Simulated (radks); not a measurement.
Coulomb parameter of the 4d shell of the technetium ion Tc2+ in the model configuration [Kr] 4d3.5 5p1.5, as a second difference U = [E(n + 0.5) + E(n - 0.5) - 2 E(n)] / (0.5)^2 with all orbitals relaxed. "Bare": the charge of the atom changes with n. "Screened": the 5p shell takes up the change at fixed total charge, which measures U(4d,4d) + U(5p,5p) - 2 U(4d,5p). Calculated with a radial shooting solver on a logarithmic mesh with Libxc functionals: scalar-relativistic Kohn-Sham, PBE, spin-unpolarised, spherical densities, finite nucleus; Fermi nuclear charge, rms radius 4.4112 fm.

| case | configuration | E - E(n) (eV) |
|---|---|---|
| start | [Kr] 4d3.5 5p1.5 | 0.000 |
| bare +0.5 | [Kr] 4d4 5p1.5 | -12.914 |
| bare -0.5 | [Kr] 4d3 5p1.5 | 16.025 |
| screened +0.5 | [Kr] 4d4 5p1 | -6.237 |
| screened -0.5 | [Kr] 4d3 5p2 | 6.889 |

U(bare) = 12.443 eV, U(screened by 5p) = 2.610 eV, against the Slater integral F0(4d,4d) = 16.264 eV with frozen orbitals.
